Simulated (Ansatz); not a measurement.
`Cl[SiH2][S][GeH3]` and `C[SiH2]S[SiH2]Cl` differ in one atom or group.

Ansatz, PBE0-D4/def2-TZVP geometries, multiplicity 1. Each molecule was computed in one conformer, which needn't be the lowest.

Scalar relativity is left out up to krypton.

```json
{"property": "HOMO energy (PBE0/def2-TZVPP) / eV", "`Cl[SiH2][S][GeH3]`": "-7.59"}
{"property": "HOMO–LUMO gap (PBE/def2-TZVPP) / eV", "`Cl[SiH2][S][GeH3]`": "5.06"}
{"property": "LUMO energy (ωB97M-V/def2-TZVPP) / eV", "`Cl[SiH2][S][GeH3]`": "1.43"}
{"property": "size of the dipole moment (ωB97M-V/def2-TZVPP) / D", "`Cl[SiH2][S][GeH3]`": "2.33"}
{"property": "size of the dipole moment (PBE/def2-TZVPP) / D", "`Cl[SiH2][S][GeH3]`": "2.20"}
{"property": "HOMO energy (PBE/def2-TZVPP) / eV", "`Cl[SiH2][S][GeH3]`": "-6.38"}
```

**Question.** Give the same properties after the change, and the shifts. (An estimate is asked.)

**Answer.** The calculation gave: 
```
                                          property  `C[SiH2]S[SiH2]Cl`  shift
                HOMO energy (PBE0/def2-TZVPP) / eV               -7.58   0.01
               HOMO–LUMO gap (PBE/def2-TZVPP) / eV                5.41   0.35
             LUMO energy (ωB97M-V/def2-TZVPP) / eV                1.74   0.31
size of the dipole moment (ωB97M-V/def2-TZVPP) / D                2.43   0.10
    size of the dipole moment (PBE/def2-TZVPP) / D                2.37   0.17
                 HOMO energy (PBE/def2-TZVPP) / eV               -6.38   0.00
```

Dipoles are sizes alone; their direction can turn.
